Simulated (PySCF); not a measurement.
## Relaxation of doublet YCl2

Level of theory: PySCF, UPBE, basis Y def2-SVP with ECP28, Cl def2-SVP (scalar-relativistic core potentials, no spin–orbit coupling, density fitting). A (50,194) grid was used.

A hand-made linear start, of D∞h symmetry, held to at least that symmetry:

```xyz
3
charge 0 multiplicity 2, angstrom
Y     0.0000    0.0000    0.0000
Cl    0.0000    0.0000    2.6200
Cl    0.0000    0.0000   -2.6200
```

Optimiser trace:
```csv
step,E − E(last) (kJ/mol),largest gradient (Eh/bohr)
0,28.59,0.03139
1,6.76,0.01721
2,0.77,0.00653
3,0.01,0.00081
4,0.00,0.00004
```

It ends at D∞h with Y–Cl 2.455 Å (×2); Cl–Y–Cl 180.0°. A frequency run shows 2 imaginary modes (one degenerate set), down to 69i cm⁻¹, so it is a higher-order saddle point.

Final geometry:
Coordinates in bohr (charge 0 multiplicity 2):
```
Y     0.0000    0.0000    0.0000
Cl    0.0000    0.0000    4.6402
Cl    0.0000    0.0000   -4.6402
```

Other spin states or occupations of the open shell can lie lower.
